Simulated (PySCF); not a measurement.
Bi(Br)2(Me) (CH3BiBr2), SMILES [CH3][Bi]([Br])[Br]. Geometry optimised at PBE-D3(BJ)/def2-SVP. The structure was generated by enumeration; whether it is a known compound was not checked. The def2 effective core potentials stand for the cores of Bi; spin–orbit coupling is left out.

### Question
Give the equilibrium geometry at PBE-D3(BJ)/def2-SVP (PySCF confirms it by a frequency run) as Cartesian coordinates in Å, and its point group. (An estimate is asked for; the answer gives what the named calculation found.)

### Answer
point group Cs.
```xyz
7

Bi     0.3173     0.6462     0.0000
Br    -0.1283    -0.9595     2.0577
Br    -0.1283    -0.9595    -2.0577
C     -1.8194     1.4642     0.0000
H     -1.9662     2.0737     0.9124
H     -2.5044     0.5969     0.0000
H     -1.9662     2.0737    -0.9124
```
